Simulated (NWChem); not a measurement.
System: GePH₅; SMILES [PH2][GeH3]

Parts of the log:

```
             Northwest Computational Chemistry Package (NWChem) 7.3.0
             --------------------------------------------------------

 CS  symmetry detected

                             Geometry "geometry" -> ""
                             -------------------------

 Output coordinates in angstroms (scale by  1.889725989 to convert to a.u.)

  No.       Tag          Charge          X              Y              Z
 ---- ---------------- ---------- -------------- -------------- --------------
    1 Ge                  32.0000    -0.01590245     0.73539615     0.00000000
    2 P                   15.0000    -0.07881496    -1.59188274     0.00000000
    3 H                    1.0000    -0.75800542     1.23373259    -1.25287813
    4 H                    1.0000    -0.75800542     1.23373259     1.25287813
    5 H                    1.0000     1.41642333     1.30262283     0.00000000
    6 H                    1.0000     0.89534523    -1.71226189    -1.03883561
    7 H                    1.0000     0.89534523    -1.71226189     1.03883561

 Effective nuclear repulsion energy (a.u.)     174.4960826041

      Symmetry information
      --------------------

 Group name             Cs
 Group number              2
 Group order               2
 No. of unique centers     5

                                 NWChem DFT Module
                                 -----------------

 Summary of "ao basis" -> "ao basis" (spherical)
 ------------------------------------------------------------------------------
       Tag                 Description            Shells   Functions and Types
 ---------------- ------------------------------  ------  ---------------------
 Ge                         def2-svp                12       32   5s4p3d
 P                          def2-svp                 8       18   4s3p1d
 H                          def2-svp                 3        5   2s1p

      Symmetry analysis of basis
      --------------------------

        a'         49
        a"         26

            General Information
            -------------------
          SCF calculation type: DFT
          Wavefunction type:  closed shell.
          No. of atoms     :     7
          No. of electrons :    52
           Alpha electrons :    26
            Beta electrons :    26
          Charge           :     0
          Spin multiplicity:     1
          Use of symmetry is: on ; symmetry adaption is: on
          Maximum number of iterations: 150
          AO basis - number of functions:    75
                     number of shells:    35
          Convergence on energy requested:  1.00D-06
          Convergence on density requested:  1.00D-05
          Convergence on gradient requested:  5.00D-04

              XC Information
              --------------
                         B3LYP Method XC Potential
                     Hartree-Fock (Exact) Exchange  0.200
                        Slater Exchange Functional  0.800 local
                    Becke 1988 Exchange Functional  0.720 non-local
              Lee-Yang-Parr Correlation Functional  0.810
                  VWN I RPA Correlation Functional  0.190 local

             Grid Information
             ----------------
          Grid used for XC integration:  medium
          Radial quadrature: Mura-Knowles
          Angular quadrature: Lebedev.
          Tag              B.-S. Rad. Rad. Pts. Rad. Cut. Ang. Pts.
          ---              ---------- --------- --------- ---------
          Ge                  1.25      112           9.0       590
          P                   1.00       88          10.0       590
          H                   0.35       45          11.0       434
          Grid pruning is: on
          Number of quadrature shells:   335
          Spatial weights used:  Erf1

      Superposition of Atomic Density Guess
      -------------------------------------

 Sum of atomic energies:       -2418.07754573

      Non-variational initial energy
      ------------------------------

 Total energy =   -2418.665598
 1-e energy   =   -3716.264786
 2-e energy   =    1123.103105
 HOMO         =      -0.288551
 LUMO         =       0.077589

      Symmetry analysis of molecular orbitals - initial
      -------------------------------------------------

  Numbering of irreducible representations:

     1 a'          2 a"

  Orbital symmetries:

     1 a'          2 a'          3 a'          4 a'          5 a"
     6 a'          7 a'          8 a'          9 a"         10 a'
    11 a'         12 a'         13 a"         14 a'         15 a'
    16 a"         17 a'         18 a"         19 a'         20 a'
    21 a'         22 a"         23 a'         24 a"         25 a'
    26 a'         27 a'         28 a"         29 a'         30 a"
    31 a'         32 a'         33 a'         34 a'         35 a"
    36 a'

   convergence    iter        energy       DeltaE   RMS-Dens  Diis-err
 ---------------- ----- ----------------- --------- --------- ---------
 d= 0,ls=0.0,diis     1  -2421.0250485467 -2.60D+03  7.75D-03  1.96D-01
 d= 0,ls=0.0,diis     2  -2421.0463432179 -2.13D-02  3.13D-03  3.13D-02
 d= 0,ls=0.0,diis     3  -2421.0505094071 -4.17D-03  1.15D-03  3.42D-03
 d= 0,ls=0.0,diis     4  -2421.0511443509 -6.35D-04  3.18D-04  6.41D-04
 d= 0,ls=0.0,diis     5  -2421.0512202859 -7.59D-05  3.97D-05  1.61D-05
  Resetting Diis
 d= 0,ls=0.0,diis     6  -2421.0512214408 -1.15D-06  1.13D-05  5.14D-07
 d= 0,ls=0.0,diis     7  -2421.0512215070 -6.62D-08  5.01D-06  1.91D-08

         Total DFT energy =    -2421.051221506998
      One electron energy =    -3716.991243640553
           Coulomb energy =     1225.620627981103
    Exchange-Corr. energy =     -104.176688451609
 Nuclear repulsion energy =      174.496082604061

 Numeric. integr. density =       52.000017768434

                  Occupations of the irreducible representations
                  ----------------------------------------------

                     irrep           alpha         beta
                     --------     --------     --------
                     a'               19.0         19.0
                     a"                7.0          7.0

                       DFT Final Molecular Orbital Analysis
                       ------------------------------------

 Vector   24  Occ=2.000000D+00  E=-3.416795D-01  Symmetry=a"
              MO Center= -3.8D-01,  7.4D-01, -9.5D-15, r^2= 3.2D+00
   Bfn.  Coefficient  Atom+Function         Bfn.  Coefficient  Atom+Function
  ----- ------------  ---------------      ----- ------------  ---------------
    51     -0.310784  3 H  s                 56      0.310784  4 H  s
    14      0.308888  1 Ge pz                11     -0.184736  1 Ge pz
    17      0.179042  1 Ge pz                52     -0.177137  3 H  s
    57      0.177137  4 H  s                 66      0.128618  6 H  s
    71     -0.128618  7 H  s                 42     -0.109133  2 P  pz

 Vector   25  Occ=2.000000D+00  E=-3.218353D-01  Symmetry=a'
              MO Center= -7.4D-02, -2.7D-01, -1.1D-14, r^2= 3.5D+00
   Bfn.  Coefficient  Atom+Function         Bfn.  Coefficient  Atom+Function
  ----- ------------  ---------------      ----- ------------  ---------------
    13      0.236758  1 Ge py                44     -0.214140  2 P  py
    41     -0.211070  2 P  py                40      0.191814  2 P  px
    51      0.185266  3 H  s                 56      0.185266  4 H  s
    43      0.176606  2 P  px                66      0.164546  6 H  s
    71      0.164546  7 H  s                 36     -0.159250  2 P  s

 Vector   26  Occ=2.000000D+00  E=-2.667137D-01  Symmetry=a'
              MO Center= -9.6D-02, -1.3D+00,  2.1D-14, r^2= 3.0D+00
   Bfn.  Coefficient  Atom+Function         Bfn.  Coefficient  Atom+Function
  ----- ------------  ---------------      ----- ------------  ---------------
    36      0.332461  2 P  s                 43     -0.310871  2 P  px
    44     -0.311756  2 P  py                35      0.268548  2 P  s
    41     -0.255969  2 P  py                40     -0.249309  2 P  px
    13      0.198973  1 Ge py                34      0.178936  2 P  s
    16      0.156167  1 Ge py                61      0.153443  5 H  s

 Vector   27  Occ=0.000000D+00  E= 1.142597D-02  Symmetry=a'
              MO Center=  9.1D-02, -2.3D-01, -4.1D-15, r^2= 4.8D+00
   Bfn.  Coefficient  Atom+Function         Bfn.  Coefficient  Atom+Function
  ----- ------------  ---------------      ----- ------------  ---------------
    44      0.841930  2 P  py                 4     -0.757594  1 Ge s
    16      0.725865  1 Ge py                62      0.406728  5 H  s
     5     -0.388046  1 Ge s                  3      0.304877  1 Ge s
    15     -0.261602  1 Ge px                41      0.258690  2 P  py
    36      0.244906  2 P  s                 13      0.238772  1 Ge py

 Vector   28  Occ=0.000000D+00  E= 2.748283D-02  Symmetry=a"
              MO Center=  1.3D-01, -1.2D+00,  2.6D-13, r^2= 3.9D+00
   Bfn.  Coefficient  Atom+Function         Bfn.  Coefficient  Atom+Function
  ----- ------------  ---------------      ----- ------------  ---------------
    45      0.930044  2 P  pz                67      0.803038  6 H  s
    72     -0.803038  7 H  s                 17      0.544799  1 Ge pz
    52      0.427768  3 H  s                 57     -0.427768  4 H  s
    66      0.242029  6 H  s                 71     -0.242029  7 H  s
    42      0.232066  2 P  pz                39     -0.140784  2 P  pz

[...]
```

Level: B3LYP/def2-SVP, vertical spin-unrestricted ions. All runs use the structure optimised with PBE0/def2-SVP.

Task: Reconstruct the input file.

Result: One answer among several that fit: the input that was run:
```
start job
memory heap 200 mb stack 900 mb global 1100 mb
geometry units angstroms noautoz
  Ge     0.026864     0.767114    -0.016591
  P      0.098020    -1.559018    -0.081643
  H     -1.140748     1.235092    -0.903380
  H      1.345931     1.301965    -0.602087
  H     -0.160632     1.327840     1.405990
  H     -1.045747    -1.711966     0.761586
  H      1.016325    -1.655240     1.009294
end
basis spherical
  * library def2-svp
end
dft
  xc b3lyp
  iterations 150
  vectors input atomic output neutral.movecs
end
task dft energy
charge 1
dft
  odft
  mult 2
  vectors input atomic output cation.movecs
end
task dft energy
```
